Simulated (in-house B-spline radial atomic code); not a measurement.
CAM-B3LYP excitations of the tin ion Sn⁴⁺

Method: CAM-B3LYP. Computed with an all-electron radial atomic-structure program (B-spline basis): linear response of the closed shell [Kr] 4d10 with the functional's adiabatic kernel; scalar-relativistic (spin-free one-electron X2C), finite nucleus, no spin-orbit coupling, no double excitations, S, P, D and F terms only; shells from n = 2 respond. Only terms of natural parity with L up to 3 were computed.

Command:
```bash
python run_td.py task.json out
```
Settings (radii: box in bohr, nucleus in fm):
```
Z                        50
electrons                46
configuration            [Kr] 4d10
hamiltonian              x2c
method                   camb3lyp
box_radius               19.1
rms_radius               4.6519
intervals                71
```

Cost of the run: 6.3 s on 1 thread of Arm Neoverse N1, with other jobs on the host.

The lowest states, in the order of their Tamm-Dancoff energies; the method's threshold (minus the highest occupied level) is 71.85 eV. Labels give the largest channel, * marks a mixed state, and oscillator strengths are full-response dipole values. Semilocal kernels can invert the small singlet-triplet splittings of Rydberg terms. Energies in eV:

| state | full response | Tamm-Dancoff | oscillator strength |
| --- | --- | --- | --- |
| 4d → 5s 3D | 21.149 | 21.166 | - |
| 4d → 5s 1D | 21.956 | 21.972 | - |
| 4d → 5p 3P | 30.89 | 30.91 | - |
| 4d → 5p 3F | 31.11 | 31.13 | - |
| 4d → 5p 1F | ? | ? | - |
| 4d → 5p 1P | 32.47 | 32.55 | 0.85 |
| 4d → 5d 3S | ? | ? | - |
| 4d → 5d 3D | 44.70 | 44.71 | - |
| 4d → 5d 1D | 45.10 | 45.11 | - |
| 4d → 6s 3D | 47.23 | 47.24 | - |

Task: Where does 4d → 5d 3S lie?

Result: At 44.25 eV in full response, 44.27 eV in Tamm-Dancoff.

Task: Where does 4d → 5p 1F lie?

Result: At 31.60 eV in full response, 31.60 eV in Tamm-Dancoff.

Task: How large is the singlet-triplet splitting of 4d → 5s (D terms) in Tamm-Dancoff?

Result: 0.806 eV, from the unrounded values.

Task: What polarisabilities and dispersion coefficient does the method give?

Result: Dipole 2.396 bohr³, quadrupole 5.125 bohr⁵, C6 9.299 hartree·bohr⁶ for two such species.
